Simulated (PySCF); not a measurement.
**Vertical excitation energies**

Species: C₄H₈Si.
Cartesian coordinates in Å at the PBE0-D3(BJ)/def2-SVP level; atoms count from 1:
```xyz
13
C4H8Si angstrom
C      2.8461   -0.9796    0.2255
C      1.5556   -0.3215    0.3098
C      0.4740    0.2375    0.3795
Si    -1.1649    1.0502    0.4615
C     -2.4286    0.0926   -0.5425
H      3.2047   -1.2778    1.2233
H      2.7887   -1.8856   -0.3983
H      3.6010   -0.3121   -0.2187
H     -1.0384    2.4456   -0.0617
H     -1.5932    1.1310    1.8921
H     -2.1293    0.0495   -1.6007
H     -3.4183    0.5711   -0.4808
H     -2.5178   -0.9385   -0.1683
```

Method used: PySCF 2.14.0, density-fitted response routines, TDDFT CAM-B3LYP/def2-SVPD, vertical, gas phase, core orbitals frozen in the response.

Problem. What does the calculation give for the low-lying excited states?

Solution. 

```tsv
state	E (eV)	ν̃ (cm⁻¹)	f	symmetry	main configurations (H = HOMO, L = LUMO)
S1	5.92	47730	0.0000	–	H-1→L+2 (35%), H→L (30%), H→L+1 (11%)
S2	6.16	49670	0.0014	–	H→L+2 (44%), H-1→L (27%), H-1→L+1 (9%)
S3	6.16	49700	0.0001	–	H-1→L+2 (57%), H→L (19%)
S4	7.15	57650	0.0032	A″	H→L+1 (66%), H→L (26%)
S5	7.16	57770	0.016	A′	H-1→L+1 (61%), H-1→L (31%)
S6	7.90	63680	0.486	A′	H-1→L (32%), H-1→L+1 (22%), H→L+2 (16%)
S7	8.08	65140	0.0033	A″	H→L+3 (56%), H→L (11%), H→L+1 (10%)
S8	8.30	66920	0.164	A′	H-1→L+3 (63%), H-1→L+5 (17%)
S9	8.35	67340	0.0017	–	H→L+4 (29%), H→L+5 (20%), H→L+3 (14%)
S10	8.52	68740	0.0039	A″	H→L+5 (57%), H→L+3 (12%), H→L+4 (11%)
```

Triplets, Tamm–Dancoff:

| state | E (eV) | λ (nm) | main configurations (H = HOMO, L = LUMO) |
| --- | --- | --- | --- |
| T1 | 4.91 | 252.3 | H→L+2 (42%), H-1→L (19%), H-1→L+4 (10%) |
| T2 | 5.36 | 231.4 | H-1→L+2 (40%), H→L (22%), H→L+4 (10%) |
| T3 | 5.36 | 231.3 | H→L+2 (44%), H-1→L (20%), H-1→L+4 (9%) |
| T4 | 5.95 | 208.4 | H-1→L+2 (49%), H→L (22%) |

The lowest singlet lies at 5.92 eV (210 nm, ultraviolet) and is dark (f under 0.0005); its leading configuration is HOMO-1→LUMO+2 (35%). The most intense listed level is S6 at 7.90 eV (157 nm, f = 0.486), 1.98 eV above S1. S2/S3 lie within about 0.01 eV of each other. Löwdin shares by element: HOMO (one of a set within 0.03 eV) carbon 80% or more, silicon 8%; LUMO carbon 39% or more, silicon 26% (atoms not listed hold the other 36%). The listed states span 2.61 eV, and the widest gap between neighbours is 0.98 eV (S3 to S4). The oscillator strengths of these states sum to 0.679; summed over the whole spectrum of an exact calculation they would give the number of electrons, 46 (Thomas–Reiche–Kuhn). Of the 10 states listed, 3 reach f = 0.01 and 2 stay under 0.0005. Symmetry labels in Cs follow from the direction of the transition dipole and are given only for states with f of 0.002 or more. The window holds the lowest 10 singlets.
